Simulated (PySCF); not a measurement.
Al(H)(NH2)(NMe2) (C2H9AlN2), SMILES C[N](C)[AlH][NH2].

The structure is a stationary point at TPSSh-D3(BJ)/def2-SVP. The structure was generated by enumeration; whether it is a known compound was not checked. The values are those of a single conformer.

Calculation: PBE/def2-TZVP (PySCF).

Symmetry labels are those of the subgroup Cs that the program uses (full group Cs).

Task: List the valence orbital energies around the gap with their symmetry. (The exact figures need the calculation; the answer reports its results.)

Result: 
```tsv
orbital	symmetry	energy (eV)
HOMO−7	A"	-10.71
HOMO−6	A'	-9.94
HOMO−5	A"	-9.18
HOMO−4	A'	-8.73
HOMO−3	A'	-8.03
HOMO−2	A'	-7.31
HOMO−1	A"	-5.97
HOMO	A"	-4.84
LUMO	A"	-0.48
LUMO+1	A'	-0.32
LUMO+2	A'	0.41
LUMO+3	A'	0.96
```
